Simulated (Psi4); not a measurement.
Cl$_{2}$CrO$_{2}$ (SMILES [O]=[Cr](=[O])([Cl])[Cl]), singlet, at a GFN2-xTB geometry (such geometries of metal compounds can be far from the true shape), atoms displaced at random by about 0.08 Å a coordinate; B3LYP/STO-3G, gradient run with Psi4 1.11.

Input for Psi4:
```
memory 2 GB

molecule mol {
0 1
Cr    0.192347   -0.115839    0.078018
O     1.442983   -0.562136   -0.776001
O     0.752579    0.360388    1.572828
Cl   -0.319548    1.647323   -0.531152
Cl   -1.289800   -1.431939    0.043660
symmetry c1
no_reorient
no_com
}

set {
  basis sto-3g
  reference rks
}

gradient('b3lyp')
print_variables()
```

It wrote (shortened):

```
gradient() will perform analytic gradient computation.

   => Loading Basis Set <=

    Name: STO-3G
    Role: ORBITAL
    Keyword: BASIS

         ---------------------------------------------------------
                                   SCF
               by Justin Turney, Rob Parrish, Andy Simmonett
                          and Daniel G. A. Smith
                              RKS Reference
         ---------------------------------------------------------

  ==> Geometry <==

    Molecular point group: c1
    Full point group: C1

    Geometry (in Angstrom), charge = 0, multiplicity = 1:

       Center              X                  Y                   Z               Mass
    ------------   -----------------  -----------------  -----------------  -----------------
         CR           0.192347000000    -0.115839000000     0.078018000000    51.940506230000
         O            1.442983000000    -0.562136000000    -0.776001000000    15.994914619570
         O            0.752579000000     0.360388000000     1.572828000000    15.994914619570
         CL          -0.319548000000     1.647323000000    -0.531152000000    34.968852682000
         CL          -1.289800000000    -1.431939000000     0.043660000000    34.968852682000

  Running in c1 symmetry.

  Rotational constants: A =      0.11364  B =      0.06864  C =      0.05897 [cm^-1]
  Rotational constants: A =   3406.73452  B =   2057.67289  C =   1767.98183 [MHz]
  Nuclear repulsion =  504.786364413509943

  Charge       = 0
  Multiplicity = 1
  Electrons    = 74
  Nalpha       = 37
  Nbeta        = 37

  ==> Algorithm <==

  SCF Algorithm Type is DF.
  DIIS enabled.
  MOM disabled.
  Fractional occupation disabled.
  Guess Type is SAD.
  Energy threshold   = 1.00e-08
  Density threshold  = 1.00e-08
  Integral threshold = 1.00e-12

  ==> Primary Basis <==

  Basis Set: STO-3G
    Blend: STO-3G
    Number of shells: 24
    Number of basis functions: 46
    Number of Cartesian functions: 47
    Spherical Harmonics?: true
    Max angular momentum: 2

  ==> DFT Potential <==

   => LibXC <=

    Version 7.1.2
    S. Lehtola, C. Steigemann, M. J. T. Oliveira, and M. A. L. Marques,  SoftwareX 7, 1–5 (2018) (10.1016/j.softx.2017.11.002)

   => Composite Functional: B3LYP <=

    B3LYP Hyb-GGA Exchange-Correlation Functional

    P. J. Stephens, F. J. Devlin, C. F. Chabalowski, and M. J. Frisch,  J. Phys. Chem. 98, 11623 (1994) (10.1021/j100096a001)

    Deriv               =              1
    GGA                 =           TRUE
    Meta                =          FALSE

    Exchange Hybrid     =           TRUE
    MP2 Hybrid          =          FALSE

   => Exchange Functionals <=

    0.0800   Slater exchange
    0.7200         Becke 88

   => Exact (HF) Exchange <=

    0.2000               HF

   => Correlation Functionals <=

    0.1900   Vosko, Wilk & Nusair (VWN5_RPA)
    0.8100   Lee, Yang & Parr

   => LibXC Density Thresholds  <==

    XC_HYB_GGA_XC_B3LYP:  1.00E-15

   => Molecular Quadrature <=

    Radial Scheme          =       TREUTLER
    Pruning Scheme         =           NONE
    Nuclear Scheme         =       TREUTLER

    Blocking Scheme        =         OCTREE
    BS radius alpha        =              1
    Pruning alpha          =              1
    Radial Points          =             75
    Spherical Points       =            302
    Total Points           =         103210
    Total Blocks           =            839
    Max Points             =            256
    Max Functions          =             42
    Weights Tolerance      =       1.00E-15

   => Loading Basis Set <=

    Name: (STO-3G AUX)
    Role: JKFIT
    Keyword: DF_BASIS_SCF

  ==> Integral Setup <==

  SCF_SUBTYPE=INCORE selected. In-core MEM_DF algorithm will be used.
  Using in-core AOs.

  ==> MemDFJK: Density-Fitted J/K Matrices <==

    J tasked:                   Yes
    K tasked:                   Yes
    wK tasked:                   No
    Algorithm:                 Core
    Schwarz Cutoff:           1E-12
    Mask sparsity (%):       7.7505
    Fitting Condition:        1E-10

   => Auxiliary Basis Set <=

  Basis Set: (STO-3G AUX)
    Blend: DEF2-UNIVERSAL-JKFIT
    Number of shells: 184
    Number of basis functions: 674
    Number of Cartesian functions: 873
    Spherical Harmonics?: true
    Max angular momentum: 6

  Minimum eigenvalue in the overlap matrix is 1.8812932674E-01.
  Reciprocal condition number of the overlap matrix is 9.1518896932E-02.
    Using symmetric orthogonalization.

  ==> Pre-Iterations <==

  SCF Guess: Superposition of Atomic Densities via on-the-fly atomic UHF (no occupation information).

   -------------------------
    Irrep   Nso     Nmo
   -------------------------
     A         46      46
   -------------------------
    Total      46      46
   -------------------------

  ==> Iterations <==

                           Total Energy        Delta E     RMS |[F,P]|

   @DF-RKS iter SAD: -2091.11880017506655   -2.09112e+03   0.00000e+00
   @DF-RKS iter   1: -2091.24491197454790   -1.26112e-01   3.22900e-02 ADIIS/DIIS
   @DF-RKS iter   2: -2074.23477186950277    1.70101e+01   8.12981e-02 ADIIS/DIIS
   @DF-RKS iter   3: -2091.06582535499774   -1.68311e+01   4.34882e-02 ADIIS/DIIS
   @DF-RKS iter   4: -2092.22796440294405   -1.16214e+00   1.65710e-02 ADIIS/DIIS
   @DF-RKS iter   5: -2092.30136196483636   -7.33976e-02   1.45508e-02 ADIIS/DIIS
   @DF-RKS iter   6: -2092.27465784229298    2.67041e-02   1.52077e-02 ADIIS/DIIS
   @DF-RKS iter   7: -2092.43891813960136   -1.64260e-01   3.92384e-03 ADIIS/DIIS
   @DF-RKS iter   8: -2092.45026142274946   -1.13433e-02   5.10167e-04 ADIIS/DIIS
   @DF-RKS iter   9: -2092.45048111402502   -2.19691e-04   4.31530e-05 DIIS
   @DF-RKS iter  10: -2092.45048269661447   -1.58259e-06   3.28057e-05 DIIS
   @DF-RKS iter  11: -2092.45048323006176   -5.33447e-07   1.95843e-05 DIIS
   @DF-RKS iter  12: -2092.45048352175354   -2.91692e-07   8.97349e-07 DIIS
[...]
  Energy and wave function converged.

  ==> Post-Iterations <==

   Electrons on quadrature grid:
      Ntotal   =   73.9999874971 ; deviation = -1.250e-05

    Orbital Energies [Eh]
    ---------------------

    Doubly Occupied:

[...]
      37A     -0.212134

    Virtual:

[...]
    Final Occupation by Irrep:
              A
    DOCC [    37 ]
    NA   [    37 ]
    NB   [    37 ]

  @DF-RKS Final Energy: -2092.45048352265712

   => Energetics <=

    Nuclear Repulsion Energy =            504.7863644135099435
    One-Electron Energy =               -3886.5289109716563871
    Two-Electron Energy =                1387.3353501282526850
    DFT Exchange-Correlation Energy =     -98.0432870927634781
    Empirical Dispersion Energy =           0.0000000000000000
    VV10 Nonlocal Energy =                  0.0000000000000000
    Total Energy =                      -2092.4504835226571231

Computation Completed

Properties will be evaluated at   0.000000,   0.000000,   0.000000 [a0]

Properties computed using the SCF density matrix

 Multipole Moments:

 ------------------------------------------------------------------------------------
     Multipole            Electronic (a.u.)      Nuclear  (a.u.)        Total (a.u.)
 ------------------------------------------------------------------------------------

 L = 1.  Multiply by 2.5417464519 to convert [e a0] to [Debye]
 Dipole X            :          9.8958523           -9.7851757            0.1106766
 Dipole Y            :          1.2159690           -1.3843982           -0.1684293
 Dipole Z            :          0.0311151           -0.0761862           -0.0450711
 Magnitude           :                                                    0.2065167

 ------------------------------------------------------------------------------------

         ------------------------------------------------------------
                                   SCF GRAD
                          Rob Parrish, Justin Turney,
                       Andy Simmonett, and Alex Sokolov
         ------------------------------------------------------------

  ==> Geometry <==

    Molecular point group: c1
    Full point group: C1

    Geometry (in Angstrom), charge = 0, multiplicity = 1:

       Center              X                  Y                   Z               Mass
    ------------   -----------------  -----------------  -----------------  -----------------
         CR           0.192347000000    -0.115839000000     0.078018000000    51.940506230000
         O            1.442983000000    -0.562136000000    -0.776001000000    15.994914619570
         O            0.752579000000     0.360388000000     1.572828000000    15.994914619570
         CL          -0.319548000000     1.647323000000    -0.531152000000    34.968852682000
         CL          -1.289800000000    -1.431939000000     0.043660000000    34.968852682000

  Nuclear repulsion =  504.786364413509943

  ==> Basis Set <==

  Basis Set: STO-3G
    Blend: STO-3G
    Number of shells: 24
    Number of basis functions: 46
    Number of Cartesian functions: 47
    Spherical Harmonics?: true
    Max angular momentum: 2

  ==> DFJKGrad: Density-Fitted SCF Gradients <==

    Gradient:                    1
    J tasked:                  Yes
    K tasked:                  Yes
    wK tasked:                  No
    Integrals threads:           1
    Schwarz Cutoff:          1E-12
    Fitting Condition:       1E-10

   => Auxiliary Basis Set <=

  Basis Set: (STO-3G AUX)
    Blend: DEF2-UNIVERSAL-JKFIT
    Number of shells: 184
    Number of basis functions: 674
    Number of Cartesian functions: 873
    Spherical Harmonics?: true
    Max angular momentum: 6

  ==> DFT Potential <==

   => LibXC <=

    Version 7.1.2
    S. Lehtola, C. Steigemann, M. J. T. Oliveira, and M. A. L. Marques,  SoftwareX 7, 1–5 (2018) (10.1016/j.softx.2017.11.002)

   => Composite Functional: B3LYP <=

    B3LYP Hyb-GGA Exchange-Correlation Functional

    P. J. Stephens, F. J. Devlin, C. F. Chabalowski, and M. J. Frisch,  J. Phys. Chem. 98, 11623 (1994) (10.1021/j100096a001)

    Deriv               =              1
    GGA                 =           TRUE
    Meta                =          FALSE

    Exchange Hybrid     =           TRUE
    MP2 Hybrid          =          FALSE

   => Exchange Functionals <=

    0.0800   Slater exchange
    0.7200         Becke 88

   => Exact (HF) Exchange <=

    0.2000               HF

   => Correlation Functionals <=

    0.1900   Vosko, Wilk & Nusair (VWN5_RPA)
    0.8100   Lee, Yang & Parr

   => LibXC Density Thresholds  <==

    XC_HYB_GGA_XC_B3LYP:  1.00E-15

   => Molecular Quadrature <=

    Radial Scheme          =       TREUTLER
    Pruning Scheme         =           NONE
    Nuclear Scheme         =       TREUTLER

    Blocking Scheme        =         OCTREE
    BS radius alpha        =              1
    Pruning alpha          =              1
    Radial Points          =             75
    Spherical Points       =            302
    Total Points           =         103210
    Total Blocks           =            839
    Max Points             =            256
    Max Functions          =             42
    Weights Tolerance      =       1.00E-15

  -Total Gradient:
     Atom            X                  Y                   Z
    ------   -----------------  -----------------  -----------------
       1       -0.257625767905    -0.002876205000    -0.127891453721
       2        0.119620428358    -0.032571968637    -0.081530732346
       3        0.064936554149     0.083364551057     0.165429989815
       4        0.037359895271    -0.081552968042     0.046621905075
       5        0.035436201615     0.033884967224    -0.002897738357

  Variable Map:
  ----------------------------------------------------------------------------
[...]
  Array Variable Map:
  ----------------------------------------------------------------------------
[...]
[...]
```
